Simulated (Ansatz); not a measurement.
Consider the ligand exchange at the Si–C bond: `OC([SiH3])BF` + `C=C[SiH](C)O` → `C=C[SiH](C)O[SiH3]` + `OCBF`.

Gas-phase electronic energies from Ansatz, PBE0-D4/def2-TZVP geometries. CCSD(T)/CBS adds triple-zeta CCSD(T) − MP2 to the extrapolated MP2 energy (def2 sets, frozen cores). This one scheme is used for every species. Functionals use def2-TZVPP. Each species was taken in one conformer, which may not be the lowest.

CCSD(T)/CBS gives -118.6 kJ/mol.

Problem. Another level gave -111.6 kJ/mol. Which?
A. HF/def2-TZVPP
B. r2SCAN/def2-TZVPP
C. PBE-D4/def2-TZVPP
D. SCS-MP2/def2-TZVPP

Solution. B. r2SCAN -111.6, PBE-D4 -98.4, SCS-MP2/def2-TZVPP -123.5, HF/def2-TZVPP -145.0 kJ/mol.

Largest T1 diagnostic among the species: 0.013.

In def2-TZVPP, CCSD(T) changes the Hartree–Fock value by +28.3 kJ/mol (the triples alone add +4.6 kJ/mol) and MP2 by +26.8 kJ/mol. From PBE to PBE0 (25 % exact exchange), in def2-TZVPP and without D4, ΔE moves by −9.3 kJ/mol.
